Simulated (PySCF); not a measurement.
C₃H₃N₂, multiplicity 2. Atoms are numbered in the order given.

```xyz
8

C      1.1774     0.1927     0.0000
C      0.2389     1.1923     0.0000
N     -1.0040     0.5925     0.0000
C     -0.8115    -0.7094     0.0000
N      0.5240    -1.0104     0.0000
H      0.3703     2.2713     0.0000
H     -1.5916    -1.4708     0.0000
H      0.9522    -1.9284     0.0000
```
Charge 0, spin multiplicity 2.

Geometry: B3LYP-D3(BJ)/def2-SVP. The isomer is the one that the SMILES or the coordinates give; other isomers of the formula were not compared.

All values below come from ωB97X/def2-TZVP (PySCF).

Atomic charges (e):

```
atom  meta-Löwdin  Mulliken  Mulliken spin
----  -----------  --------  -------------
C1          -0.01      0.05           0.96
C2          -0.10     -0.10          -0.03
N3          -0.29     -0.34           0.09
C4           0.04      0.09          -0.01
N5          -0.18     -0.28          -0.02
H6           0.14      0.15           0.00
H7           0.13      0.16           0.00
H8           0.27      0.26           0.00
```

**Question.** Give the Mayer and Wiberg (Löwdin basis) orders of the bonds. (The exact figures need the calculation; the answer reports its results.)

**Answer.** 
| bond | Mayer | Wiberg |
|---|---|---|
| C1–C2 | 1.66 | 1.88 |
| C2–N3 | 1.27 | 1.57 |
| N3–C4 | 1.66 | 1.96 |
| C1–N5 | 1.17 | 1.55 |
| C4–N5 | 1.19 | 1.52 |
| C2–H6 | 0.97 | 0.87 |
| C4–H7 | 0.95 | 0.88 |
| N5–H8 | 0.91 | 0.87 |
